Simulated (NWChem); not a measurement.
Species: formamidinium (CH5N2 cation); SMILES NC=[NH2+]

```xyz
8

N     -1.1744     0.0000     0.1820
C      0.0000     0.0000    -0.4179
N      1.1744     0.0000     0.1820
H     -1.2857     0.0000     1.2019
H     -2.0327     0.0000    -0.3766
H      0.0000     0.0000    -1.5215
H      1.2857     0.0000     1.2019
H      2.0327     0.0000    -0.3766
```
Atoms are numbered in this order, from 1.

The geometry was optimised at PBE-D3(BJ)/def2-SVP.

Problem. Give the principal values of the shielding tensors (ppm) of N1, C2 from B3LYP/def2-SVP, GIAO (NWChem), with their diamagnetic and paramagnetic parts as GIAO splits them.

Solution. 
| atom | σ11 | σ22 | σ33 | isotropic | diamagnetic | paramagnetic |
|---|---|---|---|---|---|---|
| N1 | 55.6 | 183.9 | 208.9 | 149.5 | 314.4 | -164.9 |
| C2 | -41.2 | 10.6 | 148.3 | 39.2 | 256.5 | -217.2 |
